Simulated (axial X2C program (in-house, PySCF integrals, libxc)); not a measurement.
Nuclear properties of GeSe

Calculated with an axial X2C code built on PySCF integrals: two-component X2C with atomic mean-field Coulomb and Gaunt terms, Gaussian nuclei, basis Se dyall-cv3z, Ge dyall-cv3z with contracted cores.

R = 2.136 Å (near the PBE0 minimum at charge 0 of the determinant lowest at the starting distance; the state shown can have its own minimum elsewhere).

Determinant lowest in the PBE0 search, Ω = 0 (closed shell), highest spinor 70% Se p, 25% Ge p, 4% Ge d:

```
    level  qzz Se (a.u.)  qzz Ge (a.u.)  μ (D)
     PBE0          -0.64          -4.09   1.91
       HF          -0.35          -4.93   2.57
    PBE50          -0.49          -4.41   2.16
      LDA          -0.81          -3.77   1.64
BHandHLYP          -0.55          -4.38   2.19
```

qzz is the electric field gradient, eQq0 = 234.96 MHz × Q/barn × qzz; μ is positive if the Ge end (last atom) is positive. The operators were transformed with the bare-nucleus X2C matrices; with these basis sets, hyperfine constants and field gradients can be off by tens of per cent, and where levels differ in sign neither size nor sign is settled.

**Question.** With Q(73Ge) = -0.196 barn (Q from Pyykkö, Mol. Phys. 2018), turn the PBE0 values of the first state into constants in MHz.

**Answer.** eQq0(73Ge) = 234.96 × (-0.196) × (-4.09) = 188 MHz.

Each state is one determinant with collinear spin. The search compared states at one distance, so a state with another bond length can lie lower. Where a field gradient or hyperfine factor spreads by more than a factor of two over the levels, a constant derived from it is not to be relied on.
